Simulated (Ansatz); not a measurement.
A short molecular-dynamics run on (KNH2)2 ring (K₂N₂H₄).

```yaml
crystal:
  periodic: [false, false, false]
  atoms:
    - {symbol: K, position_ang: [0.151284, -0.068674, 1.783977]}
    - {symbol: N, position_ang: [0.354509, -1.913364, -0.103692]}
    - {symbol: K, position_ang: [-0.138581, 0.071120, -1.785023]}
    - {symbol: N, position_ang: [-0.353464, 1.913553, 0.103523]}
    - {symbol: H, position_ang: [1.246908, -2.420650, -0.196317]}
    - {symbol: H, position_ang: [-0.305822, -2.704481, -0.081356]}
    - {symbol: H, position_ang: [0.297190, 2.712604, 0.082396]}
    - {symbol: H, position_ang: [-1.252013, 2.409893, 0.196493]}
basis:
  gaussian: {orbitals: def2-SVP}
hamiltonian: {xc: {name: r2SCAN}, dispersion: d4}
md: {timestep: 1 fs, n_steps: 15, ensemble: nvt_langevin, temperature: 500, initial_velocities: maxwell_boltzmann, friction: 0.01, seed: 772}
scf: {omitted_lower_state_checks: [starts]}
```

```sh
$ ansatz run in.yaml --threads 4 --pin off --events-out ev --progress --plain --max-ram 3916MiB
```

| step | time (fs) | potential energy (eV) | kinetic (eV) | T (K) |
| --- | --- | --- | --- | --- |
| 0 | 0.0 | -35685.4467 | 0.4524 | 438 |
| 1 | 1.0 | -35685.3766 | 0.3622 | 350 |
| 2 | 2.0 | -35685.2821 | 0.2773 | 268 |
| 3 | 3.0 | -35685.3159 | 0.2735 | 265 |
| 4 | 4.0 | -35685.4096 | 0.3779 | 365 |
| 5 | 5.0 | -35685.3927 | 0.3955 | 383 |
| 6 | 6.0 | -35685.2787 | 0.2857 | 276 |
| 7 | 7.0 | -35685.2072 | 0.1780 | 172 |
| 8 | 8.0 | -35685.2584 | 0.2131 | 206 |
| 9 | 9.0 | -35685.3597 | 0.3079 | 298 |
| 10 | 10.0 | -35685.3843 | 0.3191 | 309 |
| 11 | 11.0 | -35685.2801 | 0.1993 | 193 |
| 12 | 12.0 | -35685.2020 | 0.1020 | 99 |
| 13 | 13.0 | -35685.2954 | 0.2222 | 215 |
| 14 | 14.0 | -35685.3584 | 0.2939 | 284 |
| 15 | 15.0 | -35685.2820 | 0.2149 | 208 |

Velocities are drawn at the set temperature; a run this short doesn't reach equilibrium. Under Langevin dynamics the printed temperature counts 3N degrees of freedom, so it starts below the set value.

Frames (Å, forces in eV/Å):

```xyz
8
time=0.0 fs
K     0.151   -0.069    1.784   -0.001   -0.001    0.000
N     0.355   -1.913   -0.104    0.003   -0.014   -0.001
K    -0.139    0.071   -1.785   -0.001    0.000    0.001
N    -0.353    1.914    0.104   -0.002    0.014    0.001
H     1.247   -2.421   -0.196   -0.002    0.007    0.001
H    -0.306   -2.704   -0.081    0.000    0.007    0.000
H     0.297    2.713    0.082    0.001   -0.007   -0.001
H    -1.252    2.410    0.196    0.002   -0.007   -0.001
8
time=1.0 fs
K     0.151   -0.069    1.783   -0.022   -0.021    0.011
N     0.348   -1.917   -0.099    0.224    0.532    0.001
K    -0.138    0.073   -1.787   -0.007   -0.006    0.017
N    -0.349    1.911    0.104   -2.342   -0.767    0.102
H     1.246   -2.407   -0.169    0.198   -0.070   -0.023
H    -0.291   -2.707   -0.113   -0.415   -0.452    0.009
H     0.281    2.673    0.113    1.343    1.504   -0.008
H    -1.266    2.446    0.194    1.021   -0.720   -0.110
8
time=2.0 fs
K     0.151   -0.069    1.783   -0.039   -0.044    0.021
N     0.341   -1.920   -0.095    0.166    0.825    0.022
K    -0.138    0.076   -1.788   -0.008   -0.016    0.030
N    -0.345    1.908    0.104   -3.588   -1.285    0.047
H     1.242   -2.394   -0.143    0.458   -0.157   -0.037
H    -0.278   -2.717   -0.142   -0.611   -0.644   -0.008
H     0.278    2.647    0.143    2.188    2.398    0.079
H    -1.266    2.471    0.190    1.434   -1.078   -0.153
8
time=3.0 fs
K     0.150   -0.070    1.782   -0.048   -0.067    0.026
N     0.334   -1.924   -0.091   -0.058    0.728    0.014
K    -0.138    0.079   -1.790   -0.004   -0.029    0.039
N    -0.343    1.904    0.104   -3.090   -0.752    0.006
H     1.239   -2.387   -0.120    0.600   -0.191   -0.036
H    -0.270   -2.734   -0.170   -0.524   -0.492   -0.009
H     0.295    2.643    0.170    1.810    1.867    0.107
H    -1.252    2.482    0.186    1.314   -1.065   -0.148
8
time=4.0 fs
K     0.150   -0.070    1.781   -0.051   -0.087    0.032
N     0.327   -1.927   -0.088   -0.245    0.203   -0.051
K    -0.137    0.081   -1.792    0.005   -0.043    0.042
N    -0.344    1.898    0.103   -1.180    0.390    0.086
H     1.241   -2.383   -0.099    0.458   -0.107   -0.028
H    -0.268   -2.758   -0.196   -0.190   -0.029    0.041
H     0.331    2.655    0.194    0.521    0.353   -0.025
H    -1.222    2.481    0.183    0.682   -0.679   -0.098
8
time=5.0 fs
K     0.149   -0.070    1.781   -0.051   -0.106    0.037
N     0.319   -1.930   -0.084   -0.385   -0.461   -0.153
K    -0.136    0.084   -1.793    0.016   -0.057    0.042
N    -0.345    1.893    0.102    1.080    1.055    0.191
H     1.245   -2.378   -0.079    0.211    0.011   -0.027
H    -0.267   -2.785   -0.223    0.200    0.538    0.138
H     0.373    2.674    0.218   -0.691   -1.006   -0.220
H    -1.184    2.476    0.180   -0.380    0.026   -0.009
8
time=6.0 fs
K     0.148   -0.071    1.781   -0.051   -0.127    0.036
N     0.311   -1.935   -0.081   -0.365   -0.849   -0.235
K    -0.136    0.085   -1.794    0.025   -0.069    0.046
N    -0.346    1.888    0.102    2.889    1.036    0.250
H     1.249   -2.371   -0.060   -0.028    0.098   -0.035
H    -0.263   -2.806   -0.251    0.421    0.862    0.228
H     0.409    2.685    0.240   -1.410   -1.772   -0.379
H    -1.148    2.473    0.180   -1.481    0.819    0.088
8
time=7.0 fs
K     0.147   -0.071    1.781   -0.056   -0.148    0.030
N     0.303   -1.940   -0.078   -0.332   -0.937   -0.284
K    -0.135    0.087   -1.795    0.028   -0.078    0.053
N    -0.345    1.884    0.102    3.538    0.979    0.301
H     1.251   -2.360   -0.044   -0.155    0.104   -0.049
H    -0.259   -2.818   -0.276    0.519    0.966    0.292
H     0.432    2.682    0.257   -1.690   -2.020   -0.466
H    -1.128    2.478    0.180   -1.853    1.133    0.122
8
time=8.0 fs
K     0.147   -0.073    1.782   -0.068   -0.168    0.023
N     0.295   -1.946   -0.076   -0.361   -0.709   -0.286
K    -0.134    0.087   -1.796    0.024   -0.083    0.061
N    -0.341    1.882    0.103    2.859    1.167    0.350
H     1.249   -2.346   -0.032   -0.069    0.018   -0.055
H    -0.253   -2.821   -0.298    0.470    0.839    0.303
H     0.439    2.659    0.267   -1.570   -1.808   -0.461
H    -1.129    2.492    0.180   -1.285    0.745    0.065
8
time=9.0 fs
K     0.146   -0.074    1.782   -0.085   -0.190    0.013
N     0.288   -1.951   -0.075   -0.304   -0.187   -0.207
K    -0.132    0.088   -1.798    0.014   -0.087    0.069
N    -0.336    1.880    0.104    1.298    1.159    0.307
H     1.245   -2.327   -0.022    0.091   -0.097   -0.056
H    -0.243   -2.816   -0.315    0.260    0.442    0.232
H     0.431    2.618    0.270   -0.952   -1.086   -0.336
H    -1.142    2.508    0.177   -0.323    0.046   -0.022
8
time=10.0 fs
K     0.146   -0.075    1.783   -0.104   -0.212    0.004
N     0.279   -1.956   -0.074   -0.041    0.491   -0.045
K    -0.131    0.089   -1.800    0.002   -0.091    0.080
N    -0.329    1.880    0.105   -0.771    0.463    0.080
H     1.242   -2.308   -0.008    0.146   -0.170   -0.066
H    -0.233   -2.807   -0.328   -0.047   -0.157    0.083
H     0.413    2.567    0.270    0.325    0.218   -0.056
H    -1.156    2.522    0.172    0.490   -0.542   -0.081
8
time=11.0 fs
K     0.146   -0.075    1.783   -0.120   -0.232   -0.005
N     0.272   -1.960   -0.073    0.333    1.111    0.148
K    -0.129    0.089   -1.802   -0.008   -0.095    0.089
N    -0.323    1.879    0.106   -2.992   -0.836   -0.302
H     1.242   -2.293    0.007    0.085   -0.187   -0.082
H    -0.222   -2.798   -0.338   -0.354   -0.755   -0.089
H     0.398    2.516    0.267    2.063    1.856    0.341
H    -1.163    2.531    0.167    0.992   -0.862   -0.100
8
time=12.0 fs
K     0.147   -0.075    1.784   -0.131   -0.244   -0.011
N     0.267   -1.961   -0.073    0.461    1.286    0.218
K    -0.127    0.088   -1.804   -0.014   -0.098    0.095
N    -0.319    1.879    0.106   -3.980   -1.579   -0.517
H     1.243   -2.279    0.020    0.019   -0.193   -0.098
H    -0.213   -2.801   -0.347   -0.408   -0.921   -0.140
H     0.404    2.483    0.265    2.920    2.617    0.539
H    -1.161    2.533    0.164    1.133   -0.868   -0.086
8
time=13.0 fs
K     0.147   -0.076    1.784   -0.137   -0.242   -0.013
N     0.263   -1.962   -0.071    0.195    0.884    0.083
K    -0.126    0.088   -1.806   -0.015   -0.100    0.100
N    -0.319    1.879    0.106   -2.549   -1.046   -0.332
H     1.242   -2.265    0.028    0.017   -0.219   -0.108
H    -0.210   -2.815   -0.355   -0.133   -0.491    0.002
H     0.441    2.476    0.269    1.752    1.716    0.304
H    -1.148    2.525    0.159    0.870   -0.502   -0.036
8
time=14.0 fs
K     0.147   -0.077    1.784   -0.138   -0.231   -0.011
N     0.258   -1.961   -0.068   -0.170    0.275   -0.129
K    -0.124    0.087   -1.809   -0.011   -0.101    0.108
N    -0.319    1.878    0.108    0.070   -0.327   -0.014
H     1.241   -2.252    0.036    0.001   -0.254   -0.121
H    -0.212   -2.835   -0.360    0.255    0.155    0.218
H     0.498    2.485    0.276   -0.229    0.297   -0.089
H    -1.126    2.513    0.153    0.223    0.187    0.038
8
time=15.0 fs
K     0.146   -0.079    1.784   -0.136   -0.216   -0.005
N     0.254   -1.960   -0.066   -0.451   -0.194   -0.292
K    -0.121    0.086   -1.812   -0.006   -0.101    0.119
N    -0.319    1.876    0.110    2.293   -0.158    0.186
H     1.240   -2.241    0.045   -0.012   -0.291   -0.135
H    -0.216   -2.851   -0.361    0.552    0.657    0.385
H     0.549    2.497    0.283   -1.655   -0.663   -0.357
H    -1.102    2.502    0.149   -0.586    0.965    0.099
```

Run time 73 s (4 threads of Intel Xeon on a shared host).
